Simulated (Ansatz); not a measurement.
Total energies of BH4InSSi.

```tsv
atom	x (Å)	y (Å)	z (Å)
S1	-0.1297	1.4173	-0.3940
In2	-1.1072	-0.0170	2.8265
B3	-0.8922	-0.1921	0.4624
Si4	0.8939	-0.5658	-0.1790
H5	-0.3366	1.2727	-1.7289
H6	-1.8740	-0.6274	-0.0705
H7	2.1162	-0.3584	0.6442
H8	1.3295	-0.9292	-1.5608
```

Total charge 0; spin multiplicity 1. Correlated methods include outer-core shells of In, which these sets cover unevenly. In takes the def2 core potential. The bonds changed during the relaxation, so this is another structure than the one it started from. The structure was optimised at the PBE0-D4/def2-TZVP level. It is one conformer, not always the lowest. Basis def2-TZVPP, Ansatz.

RPA on PBE orbitals: Hartree–Fock energy of these orbitals -902.62824 Eh, correlation -1.13147 Eh (frozen core).

```tsv
functional	energy without D4 (Eh)	D4 term (kJ/mol)
BLYP	-905.02590	-58.3
PBE0	-904.79520	-23.3
```

Problem. Give the same for LDA (SPW92), PBE, revPBE, r2SCAN, B97M-V, B3LYP, r2SCANh, r2SCAN0, HSE06 (plane-wave form), BHLYP, CAM-B3LYP, LC-ωPBE, ωB97X-V, ωB97M-V, B2PLYP, PBE-QIDH. (Best estimate.)

Solution. The calculation gave: 
```csv
functional,energy without D4 (Eh),D4 term (kJ/mol)
LDA (SPW92),-901.94327,–
PBE,-904.73255,-27.3
revPBE,-905.01034,-67.1
r2SCAN,-905.09030,-5.8
B97M-V,-904.93138,–
B3LYP,-905.20279,-45.2
r2SCANh,-905.07181,-6.5
r2SCAN0,-905.04531,-7.3
HSE06 (plane-wave form),-904.77811,-22.2
BHLYP,-904.98787,-42.2
CAM-B3LYP,-905.05513,-24.5
LC-ωPBE,-904.87625,–
ωB97X-V,-904.95024,–
ωB97M-V,-904.97164,–
B2PLYP,-904.59750,–
PBE-QIDH,-904.40798,–
```

B3LYP takes the VWN-RPA correlation (the form of Gaussian; ORCA's B3LYP/G). HSE06 is the plane-wave form, built on full-range PBE exchange. The double hybrids freeze the cores in their second-order part.

LC-ωPBE has ω = 0.4 bohr⁻¹.
